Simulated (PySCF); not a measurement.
**UHF on V (vanadium, neutral)**

Configuration: [Ar] 3d2 4s2 4p1, one real determinant (an excited configuration). All numbers are calculated (PySCF 2.14, the spin-free X2C one-electron Hamiltonian (Gaussian nucleus), in aug-cc-pVDZ-DK (7s6p4d2f, 59 functions)).

```json
{
  "Total energy": "-947.934839 hartree",
  "One-electron energy": "-1295.5885 hartree",
  "Hartree (Coulomb) energy": "391.9518 hartree",
  "Exchange energy": "-44.2982 hartree",
  "⟨S²⟩": "3.8815",
  "⟨L²⟩": "14.477",
  "Sum of ⟨r⟩": "23.05 bohr",
  "Sum of ⟨r²⟩": "56.14 bohr²",
  "Traceless quadrupole moment −½Σ⟨3z² − r²⟩ along its main axis": "-8.31 e·bohr²",
  "Langevin diamagnetic susceptibility": "-44.5 ×10⁻⁶ cm³/mol"
}
```

```csv
shell,electrons,mean orbital energy (hartree),spread (hartree),"rms radius, mean of both spins (bohr)"
1s α,1,-203.16785,0,0.0768
1s β,1,-203.16577,0,0.0768
2s α,1,-24.49396,0,0.332
2s β,1,-24.44709,0,0.332
2p α,3,-20.39759,0.00650,0.303
2p β,3,-20.34948,0.00108,0.303
3s α,1,-3.55037,0,1.01
3s β,1,-3.39731,0,1.01
3p α,3,-2.34687,0.01258,1.10
3p β,3,-2.16095,0.02450,1.10
3d α,2,-0.73623,0.00080,1.36
4s α,1,-0.35656,0,3.29
4s β,1,-0.28911,0,3.29
4p α,1,-0.17609,0,4.55
```

⟨L²⟩ = 14.48 against 20 for a pure G term, so this real determinant mixes terms. ⟨S²⟩ = 3.88 against 3.75 shows spin contamination.

Densities and radii are taken from the X2C orbitals without a picture-change correction, which distorts them close to the nucleus.

Spin-orbit constants ζ (cm⁻¹) from the X2C one-electron operator on these orbitals: bare nucleus, nucleus screened by l(l+1)(2l+1)/3 electrons, and screened by the Breit-Pauli mean field of the electrons.

```csv
shell,bare,screened nucleus,mean field
2p,40790,37250,35640
3p,4548,4152,3944
3d,404.2,228.5,201.8
4p,203.5,185.8,174.9
```

To first order the Landé constant is A = 65.02 cm⁻¹, so the lowest level has J = 5/2 and lies 0.0605 eV below the centre of the term. This holds in LS coupling only.
